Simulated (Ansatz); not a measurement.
F₆Se (`F[Se](F)(F)(F)(F)F`). Total charge 0; spin multiplicity 1.

Cartesian coordinates in Å:
```
F 0.292 0.278 1.640
Se 0.000 0.000 0.000
F 1.430 0.809 -0.392
F -0.850 1.456 -0.095
F -1.430 -0.809 0.392
F -0.292 -0.278 -1.640
F 0.850 -1.456 0.095
```

What are the harmonic wavenumbers in cm⁻¹ at PBE0-D4/def2-TZVP (Ansatz, finite differences of forces, unscaled)? (Best estimate.)

Computed: 262, 262, 262, 399, 399, 399, 434, 434, 434, 662, 662, 722, 791, 791, 791.

Is this a minimum?

Yes, all 15 modes are real.

Give the ideal-gas thermochemistry at 298.15 K and 1 bar (rigid rotor, harmonic oscillator; point group Oh, symmetry number 24).

Zero-point energy 46.1 kJ/mol; H(298) − E = 65.9 kJ/mol; entropy 313.9 J/(mol·K), of which translation 174.5, rotation 89.2, vibration 50.2; G(298) − E = -27.7 kJ/mol.

Rotational constants (cm⁻¹)?

0.07778, 0.07778, 0.07778.
